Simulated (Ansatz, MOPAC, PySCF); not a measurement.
Ligands exchanged one at a time, B NH2-SH. Gas-phase values, no solvent. One relaxed conformer stands for each flexible species; it need not be the lowest. Strings in code marks are SMILES.

Quantity: vertical ionisation energy (energy after one electron is removed minus that of the parent at the parent's geometry), in eV.

Level 1: PBE0-D4/def2-TZVP (PySCF)
Level 2: minus the HOMO energy of PM3 // PBE0-D4/def2-TZVP (MOPAC)
Level 3: minus the HOMO energy of PM6 // PBE0-D4/def2-TZVP (MOPAC)
Level 4: HF/cc-pVTZ // PBE0-D4/def2-TZVP (Ansatz, a program for electronic structure)

```csv
species,level 1,level 2,level 3,level 4
"`NB(S)S` (S–B–S–H torsion -180°, S–B–S–H torsion 0°)",9.26,9.14,9.13,8.65
`NB(N)S` (N–B–S–H torsion 180°),9.06,8.71,8.80,8.31
`SB(S)S`,9.54,9.49,9.39,8.96
```
